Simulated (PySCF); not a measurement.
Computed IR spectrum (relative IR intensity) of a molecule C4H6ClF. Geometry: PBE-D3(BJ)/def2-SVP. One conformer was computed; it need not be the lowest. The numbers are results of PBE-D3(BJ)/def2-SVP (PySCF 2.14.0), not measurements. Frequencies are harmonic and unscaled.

Lines under 2 % of the strongest are left out, and lines within 2 cm⁻¹ are merged.

ν (cm⁻¹): 302 (w), 373 (vw), 480 (w), 615 (m), 768 (vs), 846 (m), 909 (m), 928 (w), 978 (m), 1001 (w), 1095 (s), 1114 (m), 1180 (w), 1220 (w), 1257 (w), 1286 (m), 1334 (m), 1375 (vw), 1391 (w), 1674 (w), 2977 (w), 3017 (m), 3052 (w), 3068 (w), 3091 (w), 3169 (w) (against the strongest line: vs over 80 %, s over 45 %, m over 15 %, w over 4 %, vw less)

### Question
Identify the compound among the candidates.
A. CC/C(F)=C/Cl
B. F[C@H](Cl)C1CC1
C. C[C@H]1C[C@]1(F)Cl
D. C=CC[C@H](F)Cl

### Answer
D, C=CC[C@H](F)Cl
